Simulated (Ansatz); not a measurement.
`CBCN` + `O=C(O)O` → `CBOC(=O)O` + CH₃NH₂  (ligand exchange at a B–C bond)

Calculated with Ansatz (gas phase, PBE0-D4/def2-TZVP geometries, no zero-point term in ΔE). CCSD(T)/CBS is the MP2 limit (def2-TZVPP, def2-QZVPP) plus CCSD(T) − MP2 in def2-TZVPP, frozen cores. Functionals use def2-TZVPP. One conformer a species, not always the lowest.

| level | ΔE (kJ/mol) | difference from CCSD(T)/CBS |
| --- | --- | --- |
| PBE-D4 | -105.7 | 9.1 |
| ωB97M-V | -111.9 | 2.9 |
| B2PLYP | -118.0 | -3.2 |
| HF/def2-TZVPP | -124.4 | -9.6 |
| MP2/def2-TZVPP | -115.4 | -0.6 |
| SCS-MP2/def2-TZVPP | -118.3 | -3.5 |
| HF/def2-QZVPP | -125.1 | -10.3 |
| MP2/def2-QZVPP | -114.7 | 0.1 |
| HF/CBS(def2) | -125.2 | -10.4 |
| CCSD/CBS(def2) | -114.7 | 0.1 |
| CCSD(T)/CBS | -114.8 | 0 |

Largest T1 diagnostic among the species: 0.014.

In def2-TZVPP, CCSD(T) changes the Hartree–Fock value by +7.9 kJ/mol (the triples alone add −0.1 kJ/mol) and MP2 by +8.9 kJ/mol.
